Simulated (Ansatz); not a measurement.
```json
{"atom": "Fe", "x (Å)": "0.0000", "y (Å)": "0.0000", "z (Å)": "0.0000"}
{"atom": "C", "x (Å)": "0.0000", "y (Å)": "0.0000", "z (Å)": "2.5050"}
```

Basis set: pcseg-2 (spherical functions). Charge 0, multiplicity 3.

Computed with Ansatz (development build ahead of 0.2.0); each method stands on the lowest determinant of its kind that the runs found.

The atomization energy at this shape (free ground-state atoms in the same class of orbitals less the molecule, no zero-point energy) of triplet FeC:

```csv
method,atomization energy
PBE (unrestricted),53.81 kcal/mol
UHF,27.26 kcal/mol
```

What does PBE0 (unrestricted) give?

42.09 kcal/mol. Caution: the shape is not the minimum; the unrestricted determinant is a mixture of spin states.
